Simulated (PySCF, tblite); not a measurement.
Isomers of C6H6P2. Computed with GFN2-xTB (tblite): harmonic, unscaled wavenumbers at the GFN2-xTB geometry, gas phase. Errors from tens to a few hundred cm⁻¹ against measured bands are possible. Modes of hydrogen on phosphorus can be 10 to 20 % off. One conformer each.

Electronic energies: PBE0/pcSseg-1 single points on the GFN2-xTB geometries (PySCF, gas phase).

| SMILES | electronic energy, lowest = 0 (kJ/mol) |
| --- | --- |
| C#CC/P=P/CC#C | 387.6 |
| C=Cc1cpccp1 | 77.3 |
| C=Cc1pcccp1 | 71.5 |
| [H]/P=P\c1ccccc1 | 0.0 |

Task: How do GFN2-xTB zero-point energies change the relative energies?

Result: 
```csv
SMILES,ZPE (kJ/mol),of it from modes above 1550 cm⁻¹,electronic (kJ/mol),"with ZPE, lowest = 0 (kJ/mol)",lowest mode (cm⁻¹),rings
[H]/P=P\c1ccccc1,255.9,123.9,0.0,0.0,47,1
C=Cc1pcccp1,256.2,119.3,71.5,71.8,45,1
C=Cc1cpccp1,255.6,119.2,77.3,77.0,12i,1
C#CC/P=P/CC#C,243.7,137.7,387.6,375.4,16,0
```

The zero-point energies span 12.5 kJ/mol, from `C#CC/P=P/CC#C` to `C=Cc1pcccp1`. Slightly imaginary modes are left out of the zero-point energy: `C=Cc1cpccp1` 12.2i cm⁻¹. The order is unchanged.

Task: And how do the electronic energies of GFN2-xTB itself compare?

Result: `[H]/P=P\c1ccccc1` 0.0; `C=Cc1pcccp1` 132.0; `C=Cc1cpccp1` 131.8; `C#CC/P=P/CC#C` 335.1 kJ/mol, lowest = 0. Against the energies above, taken from the same isomer `[H]/P=P\c1ccccc1`, the largest difference is 60.5 kJ/mol.
